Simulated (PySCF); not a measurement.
## Multinuclear NMR of C5H6N2O2

Structure with atom numbers: `[CH3:1][n:2]1[n:3][c:4]([OH:5])[cH:6][cH:7][c:8]1=[O:9]`; H(Xn) means a hydrogen on atom n.

PySCF calculation with coordinates at the PBE0-D3(BJ)/def2-SVP level, NMR shieldings at PBE0/pcSseg-1/GIAO and J couplings at B3LYP/pcJ-1 (without the spin–dipole term); no relativistic terms, one conformer, one averaged value for each set of equivalent atoms, isolated molecule.

Q: Predict the ¹⁵N NMR data.

A: 
```csv
atoms,environment,σ (ppm),δ (ppm)
N3,ring nitrogen,-48.8,-105.8
N2,ring nitrogen,50.6,-196.7
```

Shieldings were converted by a linear fit to measured shifts: ¹⁵N (scatter 7.2 ppm rms vs CH3NO2, solution or neat liquid). A few per cent of atoms miss by over 2 rms, more outside the fitted compound classes. Couplings are scaled by factors fitted to measured values: ²J(H,H) × 0.91 (rms 0.6 Hz), ³J(H,H) × 0.91 (rms 0.4 Hz, 0.5 with 2 outliers); all others are unscaled and can be 10–30 % off.

Couplings (the largest are listed; each averaged over equivalent pairs): ²J(N2,H(C1)) = 1.4 Hz, ³J(N3,H(C1)) = -2.5 Hz, ³J(N2,H(C7)) = -2.3 Hz. Signs are for ¹⁵N, whose magnetogyric ratio is negative.

On a 400 MHz spectrometer ¹⁵N resonates near 40.5 MHz, so 1 ppm is 40.5 Hz.

Q: Where does ¹⁷O resonate?

A: 
```tsv
atoms	environment	σ (ppm)	δ (ppm)
O9	carbonyl oxygen	-59.4	317.0
O5	phenol-type oxygen	211.4	75.5
```

Shieldings were converted by a linear fit to measured shifts: ¹⁷O (scatter 13.4 ppm rms, 14.2 ppm with the 1 outlier that the fit left out vs liquid water, solution or neat liquid). Occasional misses reach two or three times the rms, and more in compound classes unlike the fitted ones. Couplings are scaled by factors fitted to measured values: ²J(H,H) × 0.91 (rms 0.6 Hz), ³J(H,H) × 0.91 (rms 0.4 Hz, 0.5 with 2 outliers); all others are unscaled and can be 10–30 % off.

On a 600 MHz spectrometer ¹⁷O resonates near 81.3 MHz, so 1 ppm is 81.3 Hz.
